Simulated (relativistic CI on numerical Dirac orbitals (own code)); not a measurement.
# Electric-dipole lines of Kr

Method of calculation: Dirac-Coulomb-Breit CI, separate exchange-only KLI orbitals for each configuration, a model potential for QED, valence Slater integrals scaled by 0.85, P86 correlation energy added to each configuration (own radial code, finite nucleus).

CI space (outside the closed core [Ar] 3d10 4s2): 4p6, 4p5.5s, 4p5.5p, 4p5.4d, 4p5.6s, 4p5.6p, 4p5.5d, 4p5.4f, 4p5.6d, 4p5.5f, 4p5.5g, 4p5.6f. Double excitations out of closed p, d and f shells are left out; levels of such configurations are missing from the list, as are those of other unlisted configurations, and high levels can miss mixing partners.

| λ vac (Å) | Lower | Upper | A (s⁻¹) | gf | Branching (%) |
| --- | --- | --- | --- | --- | --- |
| 890.28 | 4p6 1S_0 [1] | 4p5.6d 3D°_1 [93] | 8.98e+08 | 3.20e-01 | 98.6 |
| 911.60 | 4p6 1S_0 [1] | 4p5.5d 3D°_1 [81] | 3.89e+08 | 1.46e-01 | 97.9 |
| 923.98 | 4p6 1S_0 [1] | 4p5.6d 3P°_1 [55] | 3.54e+06 | 1.36e-03 | 66.5 |
| 938.23 | 4p6 1S_0 [1] | 4p5.5d 1P°_1 [45] | 3.70e+08 | 1.47e-01 | 98.5 |
| 949.62 | 4p6 1S_0 [1] | 4p5.5d 3P°_1 [40] | 2.04e+07 | 8.26e-03 | 58.0 |
| 952.25 | 4p6 1S_0 [1] | 4p5.6s 3P°_1 [38] | 1.28e+08 | 5.23e-02 | 88.4 |
| 962.19 | 4p6 1S_0 [1] | 4p5.4d 3D°_1 [34] | 1.86e+07 | 7.75e-03 | 64.5 |
| 1000.8 | 4p6 1S_0 [1] | 4p5.6s 1P°_1 [25] | 4.48e+08 | 2.02e-01 | 94.8 |
| 1003.5 | 4p6 1S_0 [1] | 4p5.4d 1P°_1 [24] | 1.44e+08 | 6.54e-02 | 89.2 |
| 1024.4 | 4p6 1S_0 [1] | 4p5.4d 3P°_1 [16] | 6.81e+06 | 3.21e-03 | n/a |
| 1154.2 | 4p6 1S_0 [1] | 4p5.5s 3P°_1 [5] | 3.43e+08 | 2.06e-01 | 100.0 |
| 1225.0 | 4p6 1S_0 [1] | 4p5.5s 1P°_1 [3] | 3.38e+08 | 2.28e-01 | 100.0 |
| 3456.1 | 4p5.5s 3P°_2 [2] | 4p5.5f 3D_2 [66] | 4.27e+04 | 3.82e-04 | n/a |
| 3456.3 | 4p5.5s 3P°_2 [2] | 4p5.5f 3D_1 [65] | 7.56e+03 | 4.06e-05 | n/a |

Terms are leading LS components. Brackets give the number of a level in order of energy, since labels repeat. The list gives strong lines, with weight on those to low levels, without lines whose two gauges differ by over a factor of 2.5, among the lowest 97 of 113 levels, so that lines to higher ones, which can be the strongest, are missing, and without lines across small gaps between configurations, and without 74 lines that miss the measured interval by over 3.5 %, start from a term whose rates miss tabulated ones by over 60 %, have gauges far apart or, lacking measured levels, span too small a gap for the errors found; lines with a level outside our table were not tested and can miss by more. Levels whose partners in the same complex of configurations lie outside the list can be far off, and so can their lines. Rates are taken at the computed energies, electric ones in the length gauge.

For a near-neutral ion this model can misplace configurations by up to about 10,000 cm⁻¹ (more where the count of f electrons changes) and terms by 10 to 25 % of their spread. Rates follow the energies as ν³ (E1, M1) or ν⁵ (E2), so they and the lifetimes can be off by large factors. The fine structure of a lone outer electron comes out too small, for d and f at times inverted, and misplaced configurations move strength between like terms. 16 of the 18 excited levels that our extract of the measured tables holds in this range could be paired (the sources list more); they are missed by 464 cm⁻¹ on average and 796 at most, and levels without a partner can miss by more.

LS names give the leading component of a level, which can be under half, so a name can repeat, a term be missing and a line seem to break the LS rules.
